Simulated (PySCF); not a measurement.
This PySCF input asks for the NMR shieldings of `C=CC[P@+](C)(P)[BH2-]C#N`, C5H12BNP2; the geometry comes from PBE0-D3(BJ)/def2-SVP.

```python
import basis_set_exchange as bse
import numpy as np
from pyscf import gto, dft
from pyscf.prop import nmr

atoms = """
C    -3.097248    0.145948   -0.584127
C    -1.962285   -0.525232   -0.788532
C    -0.643296    0.113707   -1.066718
P     0.514251    0.133579    0.363133
C     0.613970   -1.578104    0.966798
P    -0.564229    1.222609    1.946173
B     2.245766    0.846245   -0.137170
C     2.697634   -0.167901   -1.245982
N     2.920453   -0.975739   -2.052062
H    -4.033565   -0.373632   -0.367495
H    -3.133582    1.239162   -0.634227
H    -1.973524   -1.620200   -0.737167
H    -0.082954   -0.405619   -1.863831
H    -0.751605    1.164841   -1.379143
H     1.087845   -2.182359    0.177879
H    -0.375659   -1.983925    1.216679
H     1.260425   -1.602788    1.855668
H     0.627046    1.323623    2.729354
H    -0.333770    2.477862    1.302851
H     2.037499    1.973181   -0.555127
H     2.930021    0.815097    0.872080
"""
names = dict.fromkeys(["C", "P", "B", "N", "H"], "pcSseg-1")
basis = {el: gto.basis.parse(bse.get_basis(n, elements=[el], fmt="nwchem")) for el, n in names.items()}
mol = gto.M(atom=atoms, basis=basis, charge=0, verbose=0)
mf = dft.RKS(mol, xc="CAM-B3LYP")
mf.grids.level = 2
mf.grids.alignment = dft.numint.BLKSIZE   # the property module wants whole blocks of grid points
mf.conv_tol = 1e-9
mf.kernel()

calc = nmr.RKS(mf)   # GIAO
C = mf.mo_coeff
Co = C[:, mf.mo_occ > 0]
resp = mf.gen_response(singlet=True, hermi=2)
def vind(x):   # induced exchange potential for any number of trial vectors
    d = np.einsum("pi,xij,qj->xpq", C, 2 * x.reshape(-1, C.shape[1], Co.shape[1]), Co, optimize=True)
    return np.einsum("xpq,pi,qj->xij", resp(d - d.transpose(0, 2, 1)), C, Co, optimize=True).ravel()
mo1, _ = nmr.rhf.solve_mo1(calc, with_cphf=vind)
sigma = calc.kernel(mo1)
for i, s in enumerate(sigma):   # ppm
    print("%2d %-2s %9.2f" % (i, mol.atom_pure_symbol(i), np.trace(s) / 3))
```

**Question.** What does it print?

**Answer.** 
```
 0 C      49.09
 1 C      42.26
 2 C     152.14
 3 P     315.60
 4 C     176.85
 5 P     510.28
 6 B     138.42
 7 C      46.21
 8 N     -75.03
 9 H      25.69
10 H      25.93
11 H      25.49
12 H      28.12
13 H      29.49
14 H      29.32
15 H      30.15
16 H      30.44
17 H      28.87
18 H      28.91
19 H      29.75
20 H      29.70
```

These numbers come from an equivalent density-fitted implementation of the same equations, which agrees with the script to about 0.01 ppm for H and up to a few tenths of a ppm for heavy atoms, so last digits may differ.

**Question.** Turn these shieldings into chemical shifts. References, each an isolated molecule treated in the same way: TMS for ¹³C (σ = 182.45 ppm), ¹H (σ = 31.33 ppm); ³¹P (σ = 299.17 ppm) vs H3PO4; BF3·OEt2 for ¹¹B (σ = 99.35 ppm); ¹⁵N (σ = 267.29 ppm) vs NH3.

**Answer.** Averaging equivalent atoms: C 1: 140.2; C 7: 136.2; C 0: 133.4; C 2: 30.3; C 4: 5.6; P 3: -16.4; P 5: -211.1; B 6: -39.1; N 8: 342.3; H 11: 5.84; H 9: 5.64; H 10: 5.40; H 12: 3.21; H 17/18: 2.44; H 13: 1.84; H 20: 1.63; H 19: 1.57; H 14/15/16: 1.36 ppm. Experimental scales use liquid or dissolved standards, which lie at an offset from isolated NH3 (liquid NH3: subtract about 20 ppm) and H3PO4. Unscaled 15N shifts of sp2 nitrogen often come out too high even then, by a few to some tens of ppm.

Size and cost of the density-fitted run: 227 basis functions, 74 s wall time on 1 thread of an Arm Neoverse V1, shared host; peak memory 1.4 GiB.
